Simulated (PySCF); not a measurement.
Be (beryllium, neutral) across methods

[He] 2s2, closed-shell 1S. Calculation: PySCF 2.14, in dyall-acv3z; scalar relativity by spin-free X2C-1e.

| method | E (hartree) | mean ε 1s (eV) | mean ε 2s (eV) | Σ⟨r²⟩ (bohr²) | ⟨S²⟩ |
| --- | --- | --- | --- | --- | --- |
| PW91 | -14.6505 | -106.44 | -5.639 | 16.80 | 0.000 |
| r2SCAN | -14.6516 | -108.62 | -5.746 | 16.88 | 0.000 |
| UHF | -14.57553 | -128.80 | -8.417 | 17.32 | 0.000 |
| BLYP | -14.6642 | -106.58 | -5.468 | 16.87 | 0.000 |
| LDA | -14.4497 | -104.94 | -5.599 | 17.00 | 0.000 |
| PBE | -14.6326 | -106.20 | -5.609 | 16.77 | 0.000 |
| PBE0 | -14.6392 | -111.99 | -6.493 | 16.74 | 0.000 |
| LC-wPBE | -14.6436 | -112.13 | -8.917 | 16.56 | 0.000 |
| BHandHLYP | -14.6666 | -118.08 | -7.235 | 16.85 | 0.000 |
